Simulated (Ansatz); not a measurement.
Program: Ansatz. Geometries: PBE0-D4/def2-TZVP. ΔE: electronic, gas phase. CCSD(T)/CBS is the MP2 limit (def2-TZVPP, def2-QZVPP) plus CCSD(T) − MP2 in def2-TZVPP, frozen cores. DFT in def2-TZVPP. B3LYP here is the variant with VWN-RPA as its local correlation; programs differ in this. For Ge outer-core shells are correlated without core-valence functions, which leaves a few kJ/mol of doubt a bond. Scalar relativity is left out up to krypton. One conformer a species, not always the lowest.

`C=[CH][GeH2][CH2]F` + `C=C(N)S` → `C=CNC(=C)S` + `F[CH2][GeH3]`  (substitution at a C–Ge bond)

`C=[CH][GeH2][CH2]F`:

Cartesian coordinates in Å:
```
C 2.080 0.831 0.464
C 0.758 0.881 0.576
Ge -0.445 0.192 -0.776
C -1.553 -1.256 -0.007
F -2.291 -0.762 1.061
H 2.737 1.214 1.241
H 2.569 0.407 -0.408
H 0.320 1.317 1.471
H -1.388 1.292 -1.295
H 0.384 -0.386 -1.939
H -2.249 -1.659 -0.748
H -0.922 -2.070 0.361
```

`C=C(N)S`:

Z-matrix (Å, degrees):
```
C
C 1 1.335
H 1 1.084 2 120.3
H 1 1.080 2 121.7 3 178.1
N 2 1.384 1 125.4 3 -8.3
S 2 1.770 1 124.1 3 176.6
H 5 1.008 2 115.2 1 139.0
H 5 1.008 2 114.5 1 5.4
H 6 1.340 2 95.9 1 -27.6
```

`C=CNC(=C)S`:

```xyz
13

C     2.140    0.594    1.110
C     0.853    0.603    0.764
N     0.282   -0.230   -0.172
C    -1.054   -0.327   -0.506
C    -1.598   -1.435   -1.023
S    -2.089    1.067   -0.200
H     2.855   -0.092    0.670
H     2.501    1.286    1.857
H     0.155    1.293    1.222
H     0.862   -0.973   -0.529
H    -1.032   -2.357   -1.084
H    -2.611   -1.428   -1.398
H    -1.264    1.999   -0.710
```

`F[CH2][GeH3]`:

Cartesian coordinates in Å:
```
F 1.749 0.274 -0.853
C 0.900 0.421 0.233
Ge -0.862 -0.378 -0.163
H 0.801 1.488 0.450
H 1.360 -0.068 1.097
H -0.696 -1.874 -0.461
H -1.764 -0.192 1.070
H -1.489 0.330 -1.373
```

| level | ΔE (kJ/mol) | difference from CCSD(T)/CBS |
| --- | --- | --- |
| PBE-D4 | 8.0 | -20.1 |
| PBE0-D4 | 12.2 | -15.9 |
| B3LYP-D4 | 13.4 | -14.7 |
| ωB97M-V | 21.5 | -6.6 |
| r2SCAN | 12.7 | -15.4 |
| PBE0 | 13.4 | -14.7 |
| B3LYP | 15.3 | -12.8 |
| MP2/def2-TZVPP | 26.7 | -1.4 |
| CCSD/def2-TZVPP | 29.8 | 1.7 |
| CCSD(T)/def2-TZVPP | 27.8 | -0.3 |
| CCSD(T)/CBS | 28.1 | 0 |

Largest T1 diagnostic among the species: 0.013.

From PBE to PBE0 (25 % exact exchange), in def2-TZVPP and without D4, ΔE moves by +4.0 kJ/mol.
